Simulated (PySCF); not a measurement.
SbI₂, SMILES [Sb]([I])[I], multiplicity 2. Geometry: B3LYP-D3(BJ)/def2-SVP. The spin state was assumed, not searched. The isomer is the one that the SMILES or the coordinates give; other isomers of the formula were not compared. The def2 effective core potentials stand for the cores of I, Sb; spin–orbit coupling is left out.

Problem. Give the equilibrium geometry at B3LYP-D3(BJ)/def2-SVP (PySCF confirms it by a frequency run) as a Z-matrix, and its point group. (The exact figures need the calculation; the answer reports its results.)

Solution. point group C2v.
```
Sb
I 1 2.7495
I 1 2.7495 2 101.31
```
Charge 0, spin multiplicity 2.
